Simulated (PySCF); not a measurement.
**Bond curve of MoN**

Set-up: PySCF, scalar-relativistic core potentials, basis sets Mo def2-TZVPPD with ECP28, N def2-TZVPPD. Energies in eV from Mo (4d5 5s1) + N in their ground configurations at the same level. State: ⁴Σ⁻ (quartet), unpaired electrons σ ↑, δ ↑↑.

```json
{"R (Å)": "1.387", "r²SCAN": "-2.651", "r²SCAN0": "-2.096"}
{"R (Å)": "1.452", "r²SCAN": "-3.922", "r²SCAN0": "-3.274"}
{"R (Å)": "1.516", "r²SCAN": "-4.664", "r²SCAN0": "-3.932"}
{"R (Å)": "1.565", "r²SCAN": "-4.955", "r²SCAN0": "-4.167"}
{"R (Å)": "1.613", "r²SCAN": "-5.070", "r²SCAN0": "-4.234"}
{"R (Å)": "1.661", "r²SCAN": "-5.049", "r²SCAN0": "-4.178"}
{"R (Å)": "1.726", "r²SCAN": "-4.867", "r²SCAN0": "-3.981"}
{"R (Å)": "1.807", "r²SCAN": "-4.493", "r²SCAN0": "-3.643"}
{"R (Å)": "1.903", "r²SCAN": "-3.966", "r²SCAN0": "-3.212"}
{"R (Å)": "2.032", "r²SCAN": "-3.281", "r²SCAN0": "-2.664"}
```

Question: Put a parabola through the three lowest points of the r²SCAN curve and estimate Re, k and ωe (reduced mass 12.25 u; 1 eV/Å² = 0.16022 mdyn/Å; ωe = 1302.8·√(k/μ) cm⁻¹).

Answer: Through R = 1.565, 1.613, 1.661 Å the second-order coefficient is 29.5 eV/Å², so Re ≈ 1.630 Å, k ≈ 9.46 mdyn/Å and ωe ≈ 1145 cm⁻¹. A polynomial fit of higher order to the unrounded r²SCAN energies gives Re = 1.628 Å, k = 8.53 mdyn/Å, ωe = 1087 cm⁻¹; anharmonicity and rounding make the difference.

The higher-order fit for each curve: r²SCAN: Re = 1.628 Å, ωe = 1087 cm⁻¹, De = 5.08 eV; r²SCAN0: Re = 1.613 Å, ωe = 1078 cm⁻¹, De = 4.23 eV.

The metal atom is held in its measured ground configuration; semilocal functionals can put another filling of s and d lower by some tenths of an eV, and De to that atom would be smaller. ⟨S²⟩ of the unrestricted solution departs from its pure value on part of the curve, where spin states mix. Spin–orbit coupling is left out, which matters for elements this heavy, above all for dissociation energies. With d or f electrons several states lie close, and the lowest PBE0 determinant need not be the measured ground state.
